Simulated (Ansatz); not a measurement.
CH₇NOSi (`NCO[SiH3]`). Total charge 0; spin multiplicity 1.

```xyz
11

N     1.4331    0.6090    1.4479
C     0.8488   -0.0962    0.3668
O    -0.4855    0.3306    0.0886
Si   -1.4056   -0.3106   -1.1122
H     0.9035    0.4772    2.2997
H     1.4801    1.6010    1.2550
H     0.8384   -1.1657    0.6064
H     1.4647    0.0535   -0.5274
H    -0.7599   -0.1214   -2.4422
H    -2.7069    0.3955   -1.0735
H    -1.6105   -1.7729   -0.9091
```

Problem. Give the diagnostics of a CCSD(T)/def2-TZVPP run (frozen core, Ansatz 0.2.0). (An estimate is asked.)

Solution. Ansatz gave: T1 = 0.0112, largest single amplitude 0.013, largest double 0.014, (T) share of the correlation energy 3.5 %, 9 CCSD cycles. The RHF solution is stable towards an unrestricted one. T1 lies under the customary mark of 0.02 for closed shells.
